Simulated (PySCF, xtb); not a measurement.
Potential energy surface of H6BN, singlet: internal rotation, threefold axis kept, other coordinates relaxed. Scanned: torsion (0 = eclipsed). Other coordinates (B-N length, H-B-N angle, H-N-B angle, B-H length, N-H length) were minimised at B3LYP/def2-TZVP.

- B3LYP/def2-TZVP, density fitting (PySCF)
- GFN1-xTB (xtb)
- RHF/def2-TZVP, density fitting (PySCF)

Energies in kJ/mol, each method relative to its own lowest point.

```json
[
 {"at / °": "0", "B3LYP": "8.59", "GFN1-xTB": "4.80", "RHF": "8.36"},
 {"at / °": "13", "B3LYP": "7.69", "GFN1-xTB": "(withheld)", "RHF": "7.44"},
 {"at / °": "23", "B3LYP": "5.95", "GFN1-xTB": "(withheld)", "RHF": "5.77"},
 {"at / °": "33", "B3LYP": "3.75", "GFN1-xTB": "(withheld)", "RHF": "3.65"},
 {"at / °": "43", "B3LYP": "1.67", "GFN1-xTB": "(withheld)", "RHF": "1.63"},
 {"at / °": "53", "B3LYP": "0.30", "GFN1-xTB": "(withheld)", "RHF": "0.30"},
 {"at / °": "60", "B3LYP": "0.00", "GFN1-xTB": "0.00", "RHF": "0.00"}
]
```

Question: What belongs in the gaps?

Answer: 
- 13, GFN1-xTB: 4.29
- 23, GFN1-xTB: 3.27
- 33, GFN1-xTB: 2.04
- 43, GFN1-xTB: 0.88
- 53, GFN1-xTB: 0.13
